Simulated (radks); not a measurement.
Values are calculated unless marked as measured or tabulated.
Problem. All-electron atom: Ne IV in [He] 2s1 2p3 3p1 (not the ground configuration). Level of theory: scalar-relativistic Kohn-Sham, PBE, spin-polarised, spherical densities, finite nucleus; open shells are filled with parallel spins first; Fermi nuclear charge, rms radius 3.0055 fm (a radial shooting solver on a logarithmic mesh with Libxc functionals). Some entries of the table are withheld. Estimate them.

orbital,occ.,eigenvalue (hartree),<r> (bohr)
1s up,1,-34.39369,(1)
1s down,1,-34.18288,(2)
2s up,1,-4.44837,0.7636
2p up,3,-3.64206,(3)
3p up,1,-1.05797,2.303

Solution. 
(1) 1s up <r> (bohr): 0.1579
(2) 1s down <r> (bohr): 0.1572
(3) 2p up <r> (bohr): 0.7088
